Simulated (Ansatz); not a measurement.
`C=NCC` + H₂Se → `C=NC[SeH]` + CH₄ at 500 K and 1 bar (substitution at a C–C bond).

Program: Ansatz. Geometries: PBE0-D4/def2-TZVP. ΔE: electronic, gas phase. CCSD(T)/CBS adds triple-zeta CCSD(T) − MP2 to the extrapolated MP2 energy (def2 sets, frozen cores). This one scheme is used for every species. For Se outer-core shells are correlated without core-valence functions, which leaves a few kJ/mol of doubt a bond. Scalar relativity is left out up to krypton. One conformer a species, not always the lowest.

```csv
species,CCSD(T)/CBS energy (Eh),H − E (kJ/mol),S (J/(mol·K))
`C=NCC`,-173.04228,289.9,341.8
H₂Se,-2401.89790,53.1,237.8
`C=NC[SeH]`,-2534.47698,211.5,364.3
CH₄,-40.46206,135.6,206.8
```

H − E and S are ideal-gas, rigid-rotor, harmonic terms from PBE0-D4/def2-TZVP, for one conformer and one mirror image of each species. 1 Eh = 2625.50 kJ/mol, R = 8.31446 J/(mol·K).

Task: By hand: ΔE, ΔH, ΔS and ΔG.

Result: ΔE = (-2534.47698) + (-40.46206) − (-173.04228) − (-2401.89790) = 0.00114 Eh = 3.0 kJ/mol. Δ(H − E) = 211.5 + 135.6 − 289.9 − 53.1 = 4.1, so ΔH = 7.1 kJ/mol. ΔS = 364.3 + 206.8 − 341.8 − 237.8 = -8.5 J/(mol·K). ΔG = 7.1 − 500 × (-8.5)/1000 = 11.3 kJ/mol.

Task: By hand: the equilibrium constant, and the temperature at which ΔG would vanish if ΔH and ΔS stayed fixed.

Result: log₁₀ K = −ΔG/(RT ln 10) = -1.2. ΔH and −TΔS have one sign here, so there is no such temperature.

TΔS isn't small against ΔH here. A doubt of 5 kJ/mol in ΔE shifts log₁₀ K by 0.5 here. Other conformers and mirror images would add mixing entropy, several J/(mol·K) or more a flexible species. These are equilibria of isolated gas molecules and say nothing of rates. Largest T1 diagnostic: 0.011 (customary marks: 0.02 for closed shells, 0.045 for open ones).

ΔS is within the doubt of such terms, so its sign, and with it that verdict, could turn.
